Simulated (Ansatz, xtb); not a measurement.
Breaking the B1–H2 bond in BH5OSi (SMILES BO[SiH3]) (multiplicity 1 held, fragments rigid). Energies count from the point at 1.194 Å.
Geometry at that point (charge 0, multiplicity 1):
```xyz
8

B     -0.355     0.168     1.746
H     -1.122     0.723     2.474
H      0.516    -0.542     2.166
O     -0.489     0.357     0.418
Si     0.331    -0.201    -0.915
H      0.863     0.968    -1.643
H     -0.630    -0.934    -1.764
H      1.435    -1.094    -0.498
```

R- and RO- levels are restricted; in cc, def2 and unpolarised 6-31G sets they are followed outwards from rest. Active spaces are followed from a long bond inwards. Curves can end on different states.

Frozen-core correlation.

The values were computed with Ansatz (a quantum-chemistry and plane-wave program) with Gaussian orbitals; xtb for the GFN methods. Each number belongs to the level named beside it. The GFN methods have no spin term and hold the electronic entropy of 300 K.

Energies in kJ/mol.

| R (Å) | GFN2-xTB | R-MP2/cc-pV(D+d)Z | FIC-NEVPT4(SD) on CASSCF(2,2)/cc-pV(D+d)Z | FIC-MRCISD+Q on CASSCF(2,2)/cc-pV(D+d)Z |
|---|---|---|---|---|
| 0.955 | 94 | 116 | 118 | 117 |
| 1.075 | 13 | 26 | 27 | 26 |
| 1.194 | 0 | 0 | 0 | 0 |
| 1.314 | 16 | 11 | 9 | 10 |
| 1.433 | 45 | 42 | 39 | 39 |
| 1.612 | 98 | 106 | 99 | 100 |
| 1.791 | 156 | 177 | 164 | 165 |
| 2.090 | 250 | 288 | 261 | 263 |
| 2.389 | 330 | 381 | 335 | 336 |
| 2.747 | 405 | 467 | 391 | 392 |
| 3.225 | 467 | 543 | 426 | 427 |
| 3.822 | 503 | 588 | 439 | 440 |

Doubts at one or more of the structures used: a restricted determinant that unrestricted orbitals would lower (R-MP2/cc-pV(D+d)Z).
